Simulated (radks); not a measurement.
Valence configurations of the thallium ion Tl3+ (all share [Xe]). Method: non-relativistic Kohn-Sham, PBE, spin-polarised, spherical densities, point nucleus; open shells are filled with parallel spins first (spin-orbit coupling, left out, can overturn this in heavy ions); relativity is left out, which matters for an element this heavy; computed with a radial shooting solver on a logarithmic mesh with Libxc functionals. Energies are relative to 4f14 5d10; eigenvalues in eV for spin up.

4f14 5d10: E (eV) 0.000; moment (Bohr magnetons) 0; e(4f) -158.80; e(5d) -45.400
4f14 5d9.5 6s0.5: E (eV) 7.531; moment (Bohr magnetons) 1; e(4f) -161.61; e(5d) -47.691; e(6s) -31.838
4f14 5d9 6s1: E (eV) 15.346; moment (Bohr magnetons) 2; e(4f) -164.45; e(5d) -49.971; e(6s) -33.024
4f14 5d9 6p1: E (eV) 22.923; moment (Bohr magnetons) 2; e(4f) -165.57; e(5d) -50.962; e(6p) -26.042
4f14 5d8 6s1 6p1: E (eV) 39.890; moment (Bohr magnetons) 4; e(4f) -171.27; e(5d) -55.448; e(6p) -27.814; e(6s) -35.856
4f14 5d8 6p2: E (eV) 47.948; moment (Bohr magnetons) 4; e(4f) -172.34; e(5d) -56.386; e(6p) -28.353
4f13 5d10 6p1: E (eV) 143.76; moment (Bohr magnetons) 2; e(4f) -179.94; e(5d) -52.593; e(6p) -26.221
4f13 5d9 6s1 6p1: E (eV) 162.80; moment (Bohr magnetons) 4; e(4f) -185.80; e(5d) -57.223; e(6p) -28.039; e(6s) -36.146
4f13 5d9 6p2: E (eV) 170.92; moment (Bohr magnetons) 4; e(4f) -186.88; e(5d) -58.172; e(6p) -28.582
4f12 5d10 6s2: E (eV) 289.61; moment (Bohr magnetons) 2; e(4f) -199.59; e(5d) -57.829; e(6s) -34.976

NIST lists [Xe] 4f14 5d10 as the ground configuration; this level of theory agrees among the configurations tried. The energies are those of spherical high-spin densities, not of single terms. Relativity is left out, which favours d and f over s occupation in heavy atoms.
